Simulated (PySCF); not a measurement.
Species: CrMe2, C₂H₆Cr (quintet state).
Geometry (PBE0-D3(BJ)/def2-SVP, Å), atoms numbered from 1 in this order:
```
atom  x, y, z in Å
Cr1    0.9983   -0.5093    0.0010
C2     0.0093    0.0010    1.6987
H3    -0.1440    1.0916    1.7525
H4     0.6123   -0.3142    2.5726
H5    -0.9719   -0.4991    1.7492
C6     0.0075   -0.0092   -1.6987
H7    -0.9891   -0.4796   -1.7258
H8     0.5903   -0.3653   -2.5706
H9    -0.1127    1.0840   -1.7788
```

Level of theory: PySCF 2.14.0, PBE0-D3(BJ)/def2-SVP geometry optimisation, gas phase.

(1) Which atoms are bound to Cr1, and at what distances?

(2) What is the shape at Cr1?

(3) What are the other bond lengths?

(4) What are the rotational constants (commonest isotopes, rigid rotor)?

Answers

(1) 2 atoms: C6 2.030 Å, C2 2.030 Å. The nearest atom not counted as bound is H4, at 2.61 Å (others tie with it).

(2) Bent: angle 113.6°.

(3) C2–H3 and 5 like bonds 1.104 Å.

(4) A = 16295, B = 5147, C = 4118 MHz: an asymmetric top.

Charge 0, quintet. ⟨S²⟩ = 6.121 (exact for a quintet: 6.00). Not checked by PBE0-D3(BJ)/def2-SVP frequencies.

For an open-shell metal species like this, the optimisation's SCF solution wasn't tested for stability and no frequencies at its level were run, so a lower state or another shape may exist.
